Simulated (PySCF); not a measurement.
Task: What does the PBE0-D3(BJ)/def2-SVP structure of `N#CC1C[SiH2]C1` look like in three dimensions?

Result: 
```
atom  x, y, z in Å
N1    -2.8668   -0.2936    1.3898
C2    -1.9704   -0.1693    0.6669
C3    -0.8118   -0.0113   -0.2047
C4    -0.0328    1.3306   -0.0531
Si5    1.5337    0.3496   -0.4952
C6     0.3406   -1.0363    0.0184
H7    -1.1711   -0.0981   -1.2438
H8    -0.4022    2.1649   -0.6636
H9    -0.0104    1.6459    1.0020
H10    1.8538    0.3614   -1.9542
H11    2.7841    0.5667    0.2903
H12    0.2489   -1.9856   -0.5256
H13    0.4519   -1.2563    1.0922
```

Any rigid rotation of these coordinates is as good. Atoms count from 1 in this order. The 3 C–C bonds span 1.458 Å (C2–C3, drawn single) to 1.559 Å (C3–C4, drawn single), a spread of 0.101 Å. The 4-membered ring C3–C4–Si5–C6 has internal angles of 78.2° to 100.5° (sum 352°, against 360° for a flat polygon); it is puckered, 0.15 Å rms from its mean plane, widest ring torsion 23°. Si5 (SiH2 silicon) has angles from 78.2° to 119.5°.

Bonds between heavy atoms (Å): N1≡C2 1.158, C2–C3 1.458, C3–C4 1.559, C4–Si5 1.900, Si5–C6 1.899, C3–C6 1.558.

Level of theory: PySCF 2.14.0, PBE0-D3(BJ)/def2-SVP geometry optimisation, gas phase.

Point group: Cs (every atom within 0.08 Å of its image). PBE0-D3(BJ)/def2-SVP frequencies: not computed here. The numbers are those of one conformer (C2–C3–C4–Si5 148°, C3–C4–Si5–C6 -19°, C4–Si5–C6–C3 19°, C2–C3–C6–Si5 -148°).

Time: 1.8 min of wall time; peak memory 0.49 GiB. Hardware: one thread, Arm Neoverse N1 (aarch64), shared host with 64 logical CPUs at a one-minute load of 61. That covers the optimisation of the geometry.
